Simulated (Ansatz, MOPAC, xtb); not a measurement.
Diatomic MgC+, multiplicity 4 (lowest of 2S+1 = 2, 4 at CCSD(T)/def2-TZVPP on PBE0 minima; our sources give no spin for the ground state, which may be another).

Seven points along R, fitted to fifth degree in 1/R; most abundant isotopes. In def2 and cc sets the state is the lowest found near the PBE0 minimum, followed along R.

The values were computed with Ansatz (Gaussian basis) for Hartree–Fock, density functionals and correlated methods; MOPAC for AM1, PM6, PM7 (differences of heats of formation); xtb for the GFN methods.  The GFN methods have no spin term and hold the electronic entropy of 300 K.

| level | r_e (Å) | ω_e (cm⁻¹) | α_e (cm⁻¹) | ω_e x_e (cm⁻¹) |
|---|---|---|---|---|
| AM1 | 1.977 | 794 | 0.0033 | 5.9 |
| PM6 | 1.990 | 831 | 0.0051 | 9.0 |
| PM7 | 1.961 | 772 | 0.0034 | 4.8 |
| GFN1-xTB | 2.010 | 525 | 0.0091 | 6.5 |
| GFN2-xTB | 2.074 | 462 | 0.0086 | 4.8 |
| SVWN5/def2-TZVPP | 1.980 | 637 | 0.0055 | 5.0 |
| PBE/def2-TZVPP | 2.004 | 614 | 0.0057 | 5.3 |
| r2SCAN/def2-TZVPP | 1.987 | 644 | 0.0056 | 5.6 |
| B97M-V/def2-TZVPP | 1.993 | 631 | 0.0056 | 5.4 |
| B3LYP/def2-TZVPP | 1.999 | 607 | 0.0064 | 6.5 |
| PBE0/def2-TZVPP | 1.983 | 642 | 0.0058 | 5.9 |
| BHLYP/def2-TZVPP | 1.977 | 634 | 0.0068 | 8.0 |
| CAM-B3LYP/def2-TZVPP | 1.977 | 639 | 0.0062 | 6.8 |
| wB97X-V/def2-TZVPP | 1.978 | 657 | 0.0056 | 6.1 |
| wB97M-V/def2-TZVPP | 1.977 | 655 | 0.0056 | 5.9 |
| B2PLYP/def2-TZVPP | 1.986 | 635 | 0.0058 | 5.9 |
| CCSD/def2-TZVPP | 1.977 | 656 | 0.0058 | 6.6 |
| CCSD/def2-QZVPP | 1.964 | 677 | 0.0059 | 6.9 |
| CCSD(T)/def2-TZVPP | 1.981 | 651 | 0.0056 | 5.7 |
| CCSD(T)/def2-QZVPP | 1.969 | 671 | 0.0058 | 6.3 |

Correlated levels freeze the inner cores; with def2 sets outer-core shells near the valence are correlated too. The state reached by AM1, PM6, PM7 isn't checked; PM7 holds dispersion and hydrogen-bond terms.

Ansatz is a program for electronic structure.
